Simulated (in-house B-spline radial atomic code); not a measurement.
## Ionising P V (P4+) with different functionals

Computed with a radial B-spline atomic code at the basis-set limit: non-relativistic Hamiltonian, point nucleus, spin-polarised at highest spin, spherical fractional occupations for the functionals, the average over the highest-spin determinants for Hartree-Fock. The ionisation energy is the difference of two self-consistent energies, [Ne] 3s1 → [He] 2s2 2p6, without Breit or QED terms; ε is the level of the shell that loses the electron (its least bound occupied spin orbital).

| method | rung | ΔSCF (eV) | -ε(3s) (eV) |
| --- | --- | --- | --- |
| Hartree-Fock | Hartree-Fock | 64.43 | 64.46 |
| HF fractional | Hartree-Fock | 64.43 | 64.46 |
| LDA VWN5 | LDA | 65.43 | 59.51 |
| LDA PW92 | LDA | 65.43 | 59.51 |
| LDA exchange-only | LDA | 64.50 | 58.60 |
| PBE | GGA | 65.50 | 59.40 |
| PBEsol | GGA | 65.19 | 59.33 |
| BLYP | GGA | 65.81 | 59.48 |
| RPBE | GGA | 65.42 | 59.31 |
| PW91 | GGA | 65.58 | 59.52 |
| BP86 | GGA | 65.21 | 59.52 |
| AM05 | GGA | 65.09 | 59.32 |
| OLYP | GGA | 65.44 | 59.27 |
| TPSS | meta-GGA | 65.08 | 59.37 |
| SCAN | meta-GGA | 64.88 | 59.74 |
| r2SCAN | meta-GGA | 64.80 | 59.69 |
| M06-L | meta-GGA | 63.91 | 59.24 |
| revTPSS | meta-GGA | 64.94 | 59.38 |
| PBE0 | global hybrid | 65.30 | 60.79 |
| B3LYP | global hybrid | 65.77 | 60.73 |
| TPSSh | global hybrid | 65.04 | 59.92 |
| M06-2X | global hybrid | 65.25 | 62.70 |
| BHandHLYP | global hybrid | 65.52 | 62.23 |
| r2SCAN0 | global hybrid | 64.85 | 61.01 |
| B97-1 | global hybrid | 64.94 | 60.32 |
| HSE06 | range-separated hybrid | 65.33 | 60.43 |
| wB97X | range-separated hybrid | 64.09 | 63.14 |
| CAM-B3LYP | range-separated hybrid | 65.77 | 62.50 |
| LC-wPBE | range-separated hybrid | 65.39 | 64.00 |

(1) Among the functionals, which spreads more, the ΔSCF values or the orbital energies?

(2) How do they compare with the NIST value?

Results:

(1) The orbital energies: ΔSCF values span about 1.91 eV and the orbital energies 5.39 eV.

(2) NIST lists 65.025 eV (measured, ground level to ground level). Errors run from -1.12 to +0.79 eV; TPSSh is closest (+0.02 eV), but part of that can be cancellation, since the calculations leave out relativity, Breit-QED terms. Hartree-Fock also lacks correlation.
